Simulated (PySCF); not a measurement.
Computed shifts of a molecule C₄H₄BNO, PBE/pcSseg-1 (PySCF), GIAO, gas phase, equivalent atoms averaged, in ppm (number of nuclei): ¹³C: 204.2 (1), 86.3 (1), 80.0 (1), 64.9 (1). ¹⁵N: 518.3 (1). ¹H: 9.28 (1), 5.19 (1), 4.67 (1), 2.53 (1). References: ¹³C against TMS (σ = 182.0 ppm); ¹⁵N against NH3 (σ = 267.0 ppm); ¹¹B against BF3 (σ = 83.9 ppm); ¹⁷O against H2O (σ = 334.3 ppm); ¹H against TMS (σ = 31.49 ppm), references at their B3LYP-D3(BJ)/def2-TZVP geometries, non-relativistic. Geometry optimised at PBE0-D3(BJ)/def2-SVP. The values are those of a single conformer.

Question: Identify the compound among the candidates.
A. C#CB1N=C(C)O1
B. C#CC1=NCB1O
C. C#C[C@@H]1N=CB1O
D. N#COB1C=CC1

Answer: C, C#C[C@@H]1N=CB1O
